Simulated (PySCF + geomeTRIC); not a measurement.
All values below come from PBE0-D3(BJ)/def2-SVP in PySCF + geomeTRIC. fastk is a local helper that only speeds up exchange builds. No frequencies were computed at this level.

```python
import json, numpy as np
from pyscf import gto, dft
from fastk import lowrank_exchange
atoms = """
C      8.364889    -0.214605     0.132141
Ge     6.521023    -0.421686    -0.536413
Ge     4.926114     0.845276     0.732627
Ge     2.620411     0.911285     0.059767
Ge     1.057109     2.196125     1.355721
Ge    -1.245937     2.232890     0.672062
Ge    -2.869957     3.440136     1.967512
Ge    -5.125371     3.574908     1.152957
Ge    -6.786090     4.671638     2.499105
Ge    -8.975213     5.106953     1.615655
C    -10.196217     5.882741     2.956022
H      9.059525    -0.800161    -0.464345
H      8.669855     0.828118     0.089955
H      8.434897    -0.546107     1.165236
H      6.485458    -0.037962    -1.998232
H      6.165657    -1.891115    -0.543371
H      4.986015     0.406997     2.185424
H      5.424216     2.274280     0.863065
H      2.534706     1.364054    -1.387941
H      2.094810    -0.508595    -0.065337
H      1.559513     3.625442     1.473799
H      1.137649     1.759598     2.809032
H     -1.316869     2.710169    -0.769187
H     -1.727007     0.800998     0.503493
H     -2.351076     4.844509     2.228051
H     -2.879570     2.888586     3.383446
H     -5.102127     4.201482    -0.230941
H     -5.608037     2.175535     0.811399
H     -6.922591     3.901927     3.801323
H     -6.198370     5.972844     3.016882
H     -9.599563     3.849902     1.054223
H     -8.904536     6.033826     0.423333
H    -11.171671     6.081643     2.519988
H     -9.794755     6.816950     3.340939
H    -10.326207     5.200169     3.792280
"""
def scf(charge, spin, dm0=None):
    mol = gto.M(atom=atoms, basis='def2-svp', ecp={}, charge=charge, spin=spin, verbose=3, max_memory=5040)
    mf = dft.KS(mol, xc='pbe0').density_fit(auxbasis="def2-universal-jkfit")
    mf.disp = 'd3bj'
    mf.grids.level = 3
    mf.conv_tol = 1e-8
    mf.max_cycle = 60
    mf.kernel(dm0)
    if not mf.converged:
        mf = mf.newton().run(mf.mo_coeff, mf.mo_occ).undo_soscf()
    return mf
mf = scf(0, 0)
from pyscf.geomopt.geometric_solver import kernel as optimize
path = []
done, mol = optimize(mf, maxsteps=80, assert_convergence=False, callback=lambda env: path.append((env["energy"], bool(env["g_scanner"].converged))))
res = dict(converged=bool(done and path[-1][1]), energy=path[-1][0], path=[e for e, c in path], xyz=mol.atom_coords(unit="Angstrom").tolist(), nao=mol.nao)
json.dump(res, open("result.json", "w"))
```

Output:

```
converged SCF energy = -18778.9141130043
Geometry optimization cycle 1
converged SCF energy = -18778.9141130043
cycle 1: E = -18778.914113  dE = -18778.9  norm(grad) = 0.0604093
Geometry optimization cycle 2
converged SCF energy = -18778.9291212236
cycle 2: E = -18778.9291212  dE = -0.0150082  norm(grad) = 0.0369885
Geometry optimization cycle 3
converged SCF energy = -18778.9325697869
cycle 3: E = -18778.9325698  dE = -0.00344856  norm(grad) = 0.0183617
Geometry optimization cycle 4
converged SCF energy = -18778.9333972084
cycle 4: E = -18778.9333972  dE = -0.000827422  norm(grad) = 0.00281017
Geometry optimization cycle 5
converged SCF energy = -18778.9334463341
cycle 5: E = -18778.9334463  dE = -4.91257e-05  norm(grad) = 0.00151484
Geometry optimization cycle 6
converged SCF energy = -18778.9334921015
cycle 6: E = -18778.9334921  dE = -4.57674e-05  norm(grad) = 0.00155133
Geometry optimization cycle 7
converged SCF energy = -18778.9335095696
cycle 7: E = -18778.9335096  dE = -1.74681e-05  norm(grad) = 0.00131722
Geometry optimization cycle 8
converged SCF energy = -18778.9335206902
cycle 8: E = -18778.9335207  dE = -1.11206e-05  norm(grad) = 0.000692762
Geometry optimization cycle 9
converged SCF energy = -18778.9335264046
cycle 9: E = -18778.9335264  dE = -5.71449e-06  norm(grad) = 0.000467418
Geometry optimization cycle 10
converged SCF energy = -18778.9335344455
cycle 10: E = -18778.9335344  dE = -8.04081e-06  norm(grad) = 0.000827471
Geometry optimization cycle 11
converged SCF energy = -18778.9335453013
cycle 11: E = -18778.9335453  dE = -1.08559e-05  norm(grad) = 0.00120943
Geometry optimization cycle 12
converged SCF energy = -18778.9335589438
cycle 12: E = -18778.9335589  dE = -1.36425e-05  norm(grad) = 0.00120628
Geometry optimization cycle 13
converged SCF energy = -18778.9335696972
cycle 13: E = -18778.9335697  dE = -1.07534e-05  norm(grad) = 0.000752062
Geometry optimization cycle 14
converged SCF energy = -18778.9335749728
cycle 14: E = -18778.933575  dE = -5.27565e-06  norm(grad) = 0.000379892
Geometry optimization cycle 15
converged SCF energy = -18778.9335772632
cycle 15: E = -18778.9335773  dE = -2.29036e-06  norm(grad) = 0.000353835
Geometry optimization cycle 16
converged SCF energy = -18778.9335784176
cycle 16: E = -18778.9335784  dE = -1.15436e-06  norm(grad) = 0.000290254
Geometry optimization cycle 17
converged SCF energy = -18778.9335788312
cycle 17: E = -18778.9335788  dE = -4.13631e-07  norm(grad) = 0.000149039
Geometry optimization cycle 18
converged SCF energy = -18778.9335789876
cycle 18: E = -18778.933579  dE = -1.56433e-07  norm(grad) = 6.21793e-05
Geometry optimization cycle 19
converged SCF energy = -18778.9335790554
cycle 19: E = -18778.9335791  dE = -6.77428e-08  norm(grad) = 6.45203e-05
Geometry optimization cycle 20
converged SCF energy = -18778.9335791278
cycle 20: E = -18778.9335791  dE = -7.24031e-08  norm(grad) = 8.07851e-05
Geometry optimization cycle 21
converged SCF energy = -18778.9335792061
cycle 21: E = -18778.9335792  dE = -7.83657e-08  norm(grad) = 8.66649e-05
Geometry optimization cycle 22
converged SCF energy = -18778.9335793136
cycle 22: E = -18778.9335793  dE = -1.0743e-07  norm(grad) = 9.72613e-05
Geometry optimization cycle 23
converged SCF energy = -18778.9335794144
cycle 23: E = -18778.9335794  dE = -1.00819e-07  norm(grad) = 0.000110055
Geometry optimization cycle 24
converged SCF energy = -18778.9335795137
cycle 24: E = -18778.9335795  dE = -9.93095e-08  norm(grad) = 0.000115031
Geometry optimization cycle 25
converged SCF energy = -18778.9335795908
cycle 25: E = -18778.9335796  dE = -7.70706e-08  norm(grad) = 0.000100272
Geometry optimization cycle 26
converged SCF energy = -18778.9335796361
cycle 26: E = -18778.9335796  dE = -4.53583e-08  norm(grad) = 7.81354e-05
Geometry optimization cycle 27
converged SCF energy = -18778.9335796432
cycle 27: E = -18778.9335796  dE = -7.08314e-09  norm(grad) = 7.16111e-05
Geometry optimization cycle 28
converged SCF energy = -18778.9335797018
cycle 28: E = -18778.9335797  dE = -5.86333e-08  norm(grad) = 6.79229e-05
<class 'geometric.internal.Distance'> : 34
<class 'geometric.internal.Angle'> : 66
<class 'geometric.internal.Dihedral'> : 90
<class 'geometric.internal.TranslationX'> : 1
<class 'geometric.internal.TranslationY'> : 1
<class 'geometric.internal.TranslationZ'> : 1
<class 'geometric.internal.RotationA'> : 1
<class 'geometric.internal.RotationB'> : 1
<class 'geometric.internal.RotationC'> : 1
Step    0 : Gradient = 1.021e-02/1.233e-02 (rms/max) Energy = -18778.9141130043
Step    1 : Displace = 8.522e-02/1.206e-01 (rms/max) Trust = 1.000e-01 (=) Grad = 6.252e-03/1.347e-02 (rms/max) E (change) = -18778.9291212236 (-1.501e-02) Quality = 1.145
Step    2 : Displace = 7.001e-02/1.124e-01 (rms/max) Trust = 1.414e-01 (+) Grad = 3.104e-03/6.129e-03 (rms/max) E (change) = -18778.9325697869 (-3.449e-03) Quality = 1.372
Step    3 : Displace = 4.936e-02/8.977e-02 (rms/max) Trust = 2.000e-01 (+) Grad = 4.750e-04/1.201e-03 (rms/max) E (change) = -18778.9333972084 (-8.274e-04) Quality = 1.057
Step    4 : Displace = 1.069e-02/2.037e-02 (rms/max) Trust = 2.828e-01 (+) Grad = 2.561e-04/6.206e-04 (rms/max) E (change) = -18778.9334463341 (-4.913e-05) Quality = 1.515
Step    5 : Displace = 2.316e-02/4.448e-02 (rms/max) Trust = 3.000e-01 (+) Grad = 2.622e-04/4.483e-04 (rms/max) E (change) = -18778.9334921015 (-4.577e-05) Quality = 1.250
Step    6 : Displace = 1.666e-02/3.150e-02 (rms/max) Trust = 3.000e-01 (=) Grad = 2.227e-04/5.138e-04 (rms/max) E (change) = -18778.9335095696 (-1.747e-05) Quality = 1.374
Step    7 : Displace = 1.603e-02/3.375e-02 (rms/max) Trust = 3.000e-01 (=) Grad = 1.171e-04/3.263e-04 (rms/max) E (change) = -18778.9335206902 (-1.112e-05) Quality = 1.268
Step    8 : Displace = 1.061e-02/2.512e-02 (rms/max) Trust = 3.000e-01 (=) Grad = 7.901e-05/1.671e-04 (rms/max) E (change) = -18778.9335264046 (-5.714e-06) Quality = 1.513
Step    9 : Displace = 1.798e-02/4.338e-02 (rms/max) Trust = 3.000e-01 (=) Grad = 1.399e-04/2.965e-04 (rms/max) E (change) = -18778.9335344455 (-8.041e-06) Quality = 1.567
Step   10 : Displace = 2.768e-02/6.628e-02 (rms/max) Trust = 3.000e-01 (=) Grad = 2.044e-04/5.494e-04 (rms/max) E (change) = -18778.9335453013 (-1.086e-05) Quality = 1.692
Step   11 : Displace = 3.943e-02/9.340e-02 (rms/max) Trust = 3.000e-01 (=) Grad = 2.039e-04/5.678e-04 (rms/max) E (change) = -18778.9335589438 (-1.364e-05) Quality = 1.707
Step   12 : Displace = 3.919e-02/9.188e-02 (rms/max) Trust = 3.000e-01 (=) Grad = 1.271e-04/2.969e-04 (rms/max) E (change) = -18778.9335696972 (-1.075e-05) Quality = 1.577
Step   13 : Displace = 2.513e-02/5.917e-02 (rms/max) Trust = 3.000e-01 (=) Grad = 6.421e-05/1.472e-04 (rms/max) E (change) = -18778.9335749728 (-5.276e-06) Quality = 1.423
Step   14 : Displace = 9.360e-03/2.179e-02 (rms/max) Trust = 3.000e-01 (=) Grad = 5.981e-05/1.560e-04 (rms/max) E (change) = -18778.9335772632 (-2.290e-06) Quality = 1.400
Step   15 : Displace = 3.441e-03/6.508e-03 (rms/max) Trust = 3.000e-01 (=) Grad = 4.906e-05/1.421e-04 (rms/max) E (change) = -18778.9335784176 (-1.154e-06) Quality = 1.259
Step   16 : Displace = 1.419e-03/2.503e-03 (rms/max) Trust = 3.000e-01 (=) Grad = 2.519e-05/5.821e-05 (rms/max) E (change) = -18778.9335788312 (-4.136e-07) Quality = 1.214
Step   17 : Displace = 1.196e-03/2.937e-03 (rms/max) Trust = 3.000e-01 (=) Grad = 1.051e-05/2.361e-05 (rms/max) E (change) = -18778.9335789876 (-1.564e-07) Quality = 1.256
Step   18 : Displace = 7.656e-04/1.856e-03 (rms/max) Trust = 3.000e-01 (=) Grad = 1.091e-05/3.134e-05 (rms/max) E (change) = -18778.9335790554 (-6.774e-08) Quality = 1.436
Step   19 : Displace = 1.064e-03/2.393e-03 (rms/max) Trust = 3.000e-01 (=) Grad = 1.366e-05/3.430e-05 (rms/max) E (change) = -18778.9335791278 (-7.240e-08) Quality = 1.338
Step   20 : Displace = 1.165e-03/2.475e-03 (rms/max) Trust = 3.000e-01 (=) Grad = 1.465e-05/3.753e-05 (rms/max) E (change) = -18778.9335792061 (-7.837e-08) Quality = 1.322
Step   21 : Displace = 1.851e-03/3.341e-03 (rms/max) Trust = 3.000e-01 (=) Grad = 1.644e-05/3.786e-05 (rms/max) E (change) = -18778.9335793136 (-1.074e-07) Quality = 1.046
Step   22 : Displace = 1.985e-03/4.100e-03 (rms/max) Trust = 3.000e-01 (=) Grad = 1.860e-05/3.866e-05 (rms/max) E (change) = -18778.9335794144 (-1.008e-07) Quality = 0.905
Step   23 : Displace = 2.360e-03/4.786e-03 (rms/max) Trust = 3.000e-01 (=) Grad = 1.944e-05/4.718e-05 (rms/max) E (change) = -18778.9335795137 (-9.931e-08) Quality = 0.732
Step   24 : Displace = 2.133e-03/4.647e-03 (rms/max) Trust = 3.000e-01 (=) Grad = 1.695e-05/4.246e-05 (rms/max) E (change) = -18778.9335795908 (-7.707e-08) Quality = 0.584
Step   25 : Displace = 1.862e-03/3.439e-03 (rms/max) Trust = 3.000e-01 (=) Grad = 1.321e-05/4.154e-05 (rms/max) E (change) = -18778.9335796361 (-4.536e-08) Quality = 0.413
Step   26 : Displace = 1.598e-03/2.927e-03 (rms/max) Trust = 3.000e-01 (=) Grad = 1.210e-05/2.474e-05 (rms/max) E (change) = -18778.9335796432 (-7.083e-09) Quality = 0.078
Step   27 : Displace = 8.493e-04/1.438e-03 (rms/max) Trust = 7.990e-04 (-) Grad = 1.148e-05/2.342e-05 (rms/max) E (change) = -18778.9335797018 (-5.863e-08) Quality = 0.830
Converged! =D
```

Cost: roughly 3 core-hours.
